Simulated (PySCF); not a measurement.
V: electron affinity

V⁻ [Ar] 3d4 4s2 [3d3/2^4, M_J = 0] → V [Ar] 3d3 4s2 [3d3/2^3, M_J = 3/2], as a difference of total energies. Computed with PySCF 2.14 in x2c-SVPall-2c with one added diffuse shell each of s, d type (6s5p4d1f, 48 functions), with the two-component X2C-1e Hamiltonian. Correlated levels: [Ne] frozen; the 6 highest virtual spinors dropped. "Screened" scales the spin-orbit matrix elements by Boettger's factors to mimic the two-electron term; Breit and QED terms are absent.

| method | electron affinity (eV) | error (eV) |
| --- | --- | --- |
| GHF (screened spin-orbit) | -0.549 | -1.077 |
| GMP2 (screened spin-orbit) | -0.174 | -0.702 |

Reference: 0.528 eV (measured; photodetachment measurements, as compiled on the Wikipedia data page of electron affinities).

Errors of the correlated levels include the incompleteness of this basis, which has no added diffuse functions for the anion, and the frozen core.

The labels give the starting determinants; with spin-orbit coupling the two ends relaxed to ⟨J²⟩ = 4.46, ⟨L²⟩ = 6.01, ⟨S²⟩ = 6.49 and ⟨J²⟩ = 6.70, ⟨L²⟩ = 12.01, ⟨S²⟩ = 3.76.

A negative affinity means that the anion lies above the atom at that level of theory.

The determinant of V⁻ and of V mixes levels of different J (the jj label is only the starting occupation), so the difference between spin-free and spin-orbit rows is not the physical spin-orbit shift.
